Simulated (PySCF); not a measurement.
**A series of related molecules**

Theory: TDDFT CAM-B3LYP/def2-SVPD circular dichroism and optical rotation, one conformer, gas phase (PySCF). Geometry: GFN2-xTB.

Each molecule in one low-energy conformer. The parent is C[C@@H]1C[C@H](F)C[C@H]1S.

The molecule is flexible and this is one conformer; a measurement averages over conformers.

How does the specific rotation at 589.3 nm (origin-invariant length gauge) change along this series?
- C[C@@H]1C[C@H](F)C[C@H]1S (base)
- C[C@H]1C[C@H](F)C[C@@H]1S (diastereomer)
- C[C@@H]1C[C@H](F)C[C@@H]1S (diastereomer)
- C[C@@H]1C[C@@H](F)C[C@@H]1S (diastereomer)


| molecule | [α]589 (deg dm⁻¹ (g/mL)⁻¹) | S1 (eV) | R(S1), velocity form (10⁻⁴⁰ esu² cm²) |
| --- | --- | --- | --- |
| C[C@@H]1C[C@H](F)C[C@H]1S | -78.2 | 5.55 | -1.9 |
| C[C@H]1C[C@H](F)C[C@@H]1S | +82.0 | 5.57 | +1.3 |
| C[C@@H]1C[C@H](F)C[C@@H]1S | +61.7 | 5.76 | +5.5 |
| C[C@@H]1C[C@@H](F)C[C@@H]1S | -47.5 | 5.55 | -9.5 |

The specific rotation at 589.3 nm (origin-invariant length gauge) is lowest for C[C@@H]1C[C@H](F)C[C@H]1S and highest for C[C@H]1C[C@H](F)C[C@@H]1S.
